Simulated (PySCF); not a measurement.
Mo(S)2(SH)2 (H2MoS4), SMILES [S]=[Mo](=[S])([SH])[SH], multiplicity 1. Atoms are numbered in the order given.

```xyz
7

Mo     0.0000     0.0000     0.0677
S     -0.2932    -1.7307     1.2395
S      0.2932     1.7307     1.2395
S     -1.9242     0.1830    -1.2280
H     -1.6946     1.4666    -1.6058
S      1.9242    -0.1830    -1.2280
H      1.6946    -1.4666    -1.6058
```
Charge 0, spin multiplicity 1.

The structure is a stationary point at B3LYP-D3(BJ)/def2-SVP. The multiplicity is an assumed one; no other spin state was optimised. The structure was generated by enumeration; whether it is a known compound was not checked. The def2 effective core potentials stand for the cores of Mo; spin–orbit coupling is left out. One conformer was computed; it need not be the lowest.

These are M06-2X/def2-TZVP in PySCF values and carry that method's errors.

Isolated molecule, no solvent.

```json
{
  "total_energy": "-1662.18782 hartree",
  "point_group": "C2",
  "highest_occupied_level": "-8.54 eV",
  "lowest_empty_level": "-2.80 eV",
  "orbital_gap": "5.74 eV",
  "dipole_moment": "1.32 D",
  "quadrupole, principal values (traceless, Buckingham form, about the centre of nuclear charge)": "-4.95, -1.28, 6.23 D·Å",
  "mean_static_polarisability": "126.2 bohr³ (18.70 Å³)",
  "polarisability_principal_values": "119.1, 125.3, 134.2 bohr³"
}
```
